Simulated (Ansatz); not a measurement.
Reactions of `OB(F)[SiH3]`.

Calculated with Ansatz (gas phase, PBE0-D4/def2-TZVP geometries, no zero-point term in ΔE). CCSD(T)/CBS adds triple-zeta CCSD(T) − MP2 to the extrapolated MP2 energy (def2 sets, frozen cores). This one scheme is used for every species. Functionals use def2-TZVPP. Elements past krypton have def2 core potentials. For Ge, Se, Sn outer-core shells are correlated without core-valence functions, which leaves a few kJ/mol of doubt a bond. Scalar relativity is left out up to krypton. Each species was taken in one conformer, which may not be the lowest.

| reaction | CCSD/CBS(def2) (kJ/mol) | ωB97X-V (kJ/mol) | MP2/CBS(def2) (kJ/mol) |
| --- | --- | --- | --- |
| `OB(F)[SiH3]` + `C[O][Al]([OH])[F]` → `C[O][Al]([F])[O][SiH3]` + `OBF` | -138 | -130 | -141 |
| `OB(F)[SiH3]` + H₂O → `OB(O)[SiH3]` + H–F | 25 | 27 | 22 |
| `OB(F)[SiH3]` + `C[S][Ge]([CH3])([F])[F]` → `CSB(O)F` + `[CH3][Ge]([F])([F])[SiH3]` | -48 | -47 | -48 |
| `OB(F)[SiH3]` + `ClB[SeH]` → `[SiH3][Se]BCl` + `OBF` | -86 | -78 | -98 |
| `OB(F)[SiH3]` + `O[SiH3]` → `OB([SiH3])O[SiH3]` + H–F | 8 | 13 | 3 |
| `OB(F)[SiH3]` + CH₃SH → `CSB(F)[SiH3]` + H₂O | 63 | 65 | 53 |
| `OB(F)[SiH3]` + `O[SiH2][SnH2][Cl]` → `O[SiH2]B(O)F` + `[SiH3][SnH2][Cl]` | -1 | 0 | 2 |
| `OB(F)[SiH3]` + `[NH2][AlH2]` → `OB(F)[NH][AlH2]` + SiH₄ | -126 | -122 | -127 |
| `OB(F)[SiH3]` + `NC=O` → `O=CN[SiH3]` + `OBF` | -80 | -72 | -87 |
| `OB(F)[SiH3]` → `B[SiH](O)F` | 55 | 66 | 53 |

Task: Give the CCSD(T)/CBS values in the same order. (An estimate is asked.)

Result: Computed: -134, 24, -47, -85, 6, 58, 1, -123, -79, 59 kJ/mol.

Largest T1 diagnostic: 0.016, for `NC=O`.
